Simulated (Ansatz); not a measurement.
```yaml
crystal:
  periodic: [false, false, false]
  atoms:
    - {symbol: C, position_ang: [2.306293, 1.428665, -0.752272]}
    - {symbol: O, position_ang: [1.502168, 0.399304, -0.263803]}
    - {symbol: Mo, position_ang: [-0.319068, 0.154855, -0.138250]}
    - {symbol: O, position_ang: [-2.217255, 0.464130, -0.460032]}
    - {symbol: O, position_ang: [-0.392272, 0.424594, -2.010329]}
    - {symbol: O, position_ang: [-0.237055, 1.994274, 0.466348]}
    - {symbol: O, position_ang: [-0.847421, -0.173167, 1.703416]}
    - {symbol: O, position_ang: [-0.234706, -1.680971, -0.103767]}
    - {symbol: C, position_ang: [-0.284688, -2.774467, 0.755560]}
    - {symbol: H, position_ang: [3.352249, 1.190998, -0.545931]}
    - {symbol: H, position_ang: [2.153722, 1.517963, -1.833440]}
    - {symbol: Xx, position_ang: [2.026365, 2.370191, -0.270693]}
    - {symbol: H, position_ang: [-2.709298, 0.272732, 0.344923]}
    - {symbol: H, position_ang: [-1.281343, 0.532970, -2.364635]}
    - {symbol: H, position_ang: [-1.101969, 2.410136, 0.404821]}
    - {symbol: H, position_ang: [-0.867273, 0.650223, 2.199290]}
    - {symbol: H, position_ang: [0.697335, -3.255578, 0.786324]}
    - {symbol: H, position_ang: [-1.021715, -3.490368, 0.380750]}
    - {symbol: H, position_ang: [-0.566069, -2.440785, 1.758119]}
basis:
  gaussian: {orbitals: def2-TZVP, fitting: {mean_field: def2-universal-jkfit}, final_grid: {core_spheres: 20, valence_spheres: 16, degree: 47}}
hamiltonian: {xc: {name: SPW92}}
output: {forces: true}
```

```sh
$ ansatz run in.yaml --threads 4 --pin off --events-out ev --progress --plain --max-ram 41984MiB --backend cpu
```

Question: How does Ansatz answer? (Best estimate.)

Answer: The calculation gave: The program refused the input.
```
Error: YAML parse error: error: line 15 column 16: `Xx` is not an element symbol (H … Og, case-exact)
13 |     - {symbol: H, position_ang: [3.352249, 1.190998, -0.545931]}
14 |     - {symbol: H, position_ang: [2.153722, 1.517963, -1.833440]}
15 |     - {symbol: Xx, position_ang: [2.026365, 2.370191, -0.270693]}
16 |     - {symbol: H, position_ang: [-2.709298, 0.272732, 0.344923]}
17 |     - {symbol: H, position_ang: [-1.281343, 0.532970, -2.364635]}
```
